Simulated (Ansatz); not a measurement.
Basis-set series for CH5ClO2Si (`C[Si](O)(O)Cl`). Charge 0, multiplicity 1. Geometry: relaxed with PBE0-D4/def2-TZVP. It is one conformer, not always the lowest.

| functional | basis | functions | energy (Eh) | HOMO (eV) | LUMO (eV) |
| --- | --- | --- | --- | --- | --- |
| PBE0-D4 | def2-TZVPP | 247 | -941.07392 | -8.96 | 0.65 |
| PBE0-D4 | def2-QZVPP | 461 | -941.10907 | -9.00 | 0.19 |
| ωB97M-V | def2-TZVPP | 247 | -941.44407 | -11.25 | 2.10 |
| ωB97M-V | def2-QZVPP | 461 | -941.47742 | -11.29 | 1.38 |

Q: Give the rows for def2-SVP. (Best estimate.)

A: The calculation gave: 
| functional | basis | functions | energy (Eh) | HOMO (eV) | LUMO (eV) |
| --- | --- | --- | --- | --- | --- |
| PBE0-D4 | def2-SVP | 103 | -940.56379 | -8.76 | 1.30 |
| ωB97M-V | def2-SVP | 103 | -940.92878 | -11.02 | 2.94 |

Positive LUMOs are unbound and depend on the basis.

All numbers were calculated with Ansatz.
